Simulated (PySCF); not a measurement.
B3LYP has the VWN-RPA correlation part, as in Gaussian. Excitations are Tamm–Dancoff values on a coarser integration grid. The basis has no diffuse functions, so Rydberg states are missing or too high.

Cartesian coordinates (Å):
SMILES: C#CCN
```xyz
9

C      2.0246    -0.0316     0.3445
C      0.8909    -0.2615     0.0221
C     -0.5075    -0.4962    -0.3504
N     -1.4468     0.5610     0.0348
H      3.0289     0.1669     0.6277
H     -0.5723    -0.6344    -1.4324
H     -0.8455    -1.4342     0.0966
H     -1.4173     0.6969     1.0392
H     -1.1632     1.4407    -0.3823
```
Charge 0, multiplicity 1.

Estimate the HOMO–LUMO gap, HOMO, S1–T1 gap (TDA), S1 oscillator strength, dipole moment, brightest of the four lowest singlets (TDA), LUMO and total energy that PySCF with B3LYP-D3(BJ)/def2-TZVP returns for this input.


```json
{
  "HOMO–LUMO gap": "7.37 eV",
  "HOMO": "-7.01 eV",
  "S1–T1 gap (TDA)": "0.95 eV",
  "S1 oscillator strength": "0.057",
  "dipole_moment": "0.76 D",
  "brightest of the four lowest singlets (TDA)": "6.32 eV",
  "LUMO": "0.36 eV",
  "total_energy": "-172.0810 Ha"
}
```
